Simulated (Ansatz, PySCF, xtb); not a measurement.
Pair of molecules: CH5N (SMILES CN) (first 7 atoms) with CH2O2 (SMILES O=CO); geometry from B3LYP-D3(BJ)/def2-TZVP, rigid monomers moved along the line of their centres of mass till N2···H12 is 1.52 Å.
(charge 0, multiplicity 1):
```xyz
12

C     -0.28243     0.21700     0.09659
N      0.80153    -0.51392     0.77010
H      0.03996     1.24075    -0.09344
H     -1.14173     0.24602     0.76498
H     -0.59080    -0.23331    -0.85142
H      1.62336    -0.58020     0.18076
H      0.50019    -1.45765     0.98962
O     -0.96249    -0.80561     3.15893
C     -0.16234    -0.06754     3.68452
O      0.91072     0.44848     3.11259
H     -0.24888     0.26275     4.73060
H      0.96592     0.11306     2.14856
```

```tsv
level	interaction energy (meV)	cost
GFN-FF	-219.5	-
GFN2-xTB	-500.6	-
HF/aug-cc-pVDZ	-335.8	-
r2SCAN/def2-TZVPPD	-638.4	×2
r2SCAN-D3(BJ)/def2-TZVPPD	-665.2	×2
B3LYP/3-21G (no counterpoise)	-1131.4	-
B3LYP/6-31G* (no counterpoise)	-681.9	-
B3LYP/6-311+G** (no counterpoise)	-544.8	-
B3LYP/def2-TZVPPD	-489.9	×1
PBE0-D3(BJ)/def2-TZVPPD	-654.8	×1
PBE0-D4/def2-TZVPPD	-652.8	×1
M06-2X/6-31G* (no counterpoise)	-796.2	-
MP2/6-31G*	-467.1	-
CCSD(T)/aug-cc-pVDZ	-475.9	×20
```

The rows run from -1131.4 (B3LYP/3-21G (no counterpoise)) to -219.5 meV (GFN-FF). The dispersion term adds -26.9 in r2SCAN-D3(BJ).

Counterpoise-corrected where a basis set is named; no monomer relaxation. Rows marked so take none.

Correlated levels freeze the cores. Rows in 3-21G, 6-311+G**, 6-31G* carry no dispersion term and start afresh at each structure (6-31G* with six Cartesian d functions). MP2/6-31G* freezes PySCF's default core.

Codes used: Ansatz (Gaussian basis) for Hartree–Fock, density functionals and correlated methods; PySCF for 3-21G rows, 6-311+G** rows, 6-31G* rows, the dispersion terms; xtb for the GFN methods. Each number belongs to the level named beside it.

Costs are rough ratios of core time to PBE/def2-TZVPPD (about 7 s over the structures, on one shared machine); a dash marks a level with no comparable run of its own.

Ansatz is a quantum-chemistry and plane-wave program.
